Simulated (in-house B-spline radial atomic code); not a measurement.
The numbers below are computed, except where a source is named.
**Extrapolating the RPA correlation energy in partial waves: Ru3+**

All-electron RPA on r2SCAN orbitals from an all-electron radial atomic-structure program (B-spline basis), scalar-relativistic (spin-free one-electron X2C), finite nucleus, configuration [Kr] 4d5, highest spin. With empty states up to angular momentum L the sums are:

```
L  E_c(L) (hartree)
4         -2.636619
5         -2.830436
6         -2.924442
7         -2.973987
8         -3.001132
```

For large l each further wave adds A/(l + 1/2)⁴, because the basis must build the cusp where two electrons meet.

Q: Estimate the limit from L = 7 and L = 8.

A: Wave 8 adds -0.027145, against a sum of (l + 1/2)⁻⁴ of 1.91569e-04, so A = -141.7. The sum over l > 8 is ζ(4, 9.5) = 4.5445e-04, close to 1/(3 × 9³) = 4.5725e-04. The tail is -0.064396 and the limit -3.06553 hartree.

Q: How good is the estimate?

A: A run to L = 11 sums to -3.03393 and extrapolates to -3.05623 hartree, 1.65 millihartree from the run before, so it has not settled and is itself too deep. The estimate differs from that by -9.30 millihartree, while the bare sum at L = 8 misses 55.1 millihartree (1.8 %).
